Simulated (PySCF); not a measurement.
# UHF on O²⁺ (oxygen, charge +2)

Configuration: [He] 2s2 2p2, high-spin 3P determinant. Calculation: PySCF 2.14, in cc-pVDZ-DK (3s2p1d, 14 functions); the spin-free X2C one-electron Hamiltonian (Gaussian nucleus).

- Total energy: -73.133825 hartree
- One-electron energy: -92.6071 hartree
- Hartree (Coulomb) energy: 26.8064 hartree
- Exchange energy: -7.3331 hartree
- ⟨S²⟩: 2.0043
- ⟨L²⟩: 2.006
- Sum of ⟨r⟩: 4.460 bohr
- Sum of ⟨r²⟩: 5.156 bohr²
- Traceless quadrupole moment −½Σ⟨3z² − r²⟩ along its main axis: 0.489 e·bohr²
- Langevin diamagnetic susceptibility: -4.08 ×10⁻⁶ cm³/mol
- Time after the integrals: 0.02 s of wall time on 1 thread of AMD EPYC 9R45 96-Core Processor (shared host)

```tsv
shell	electrons	mean orbital energy (hartree)	rms radius, mean of both spins (bohr)
1s α	1	-22.34959	0.230
1s β	1	-22.24373	0.230
2s α	1	-2.67672	1.14
2s β	1	-2.29481	1.14
2p α	2	-2.04783	1.11
```
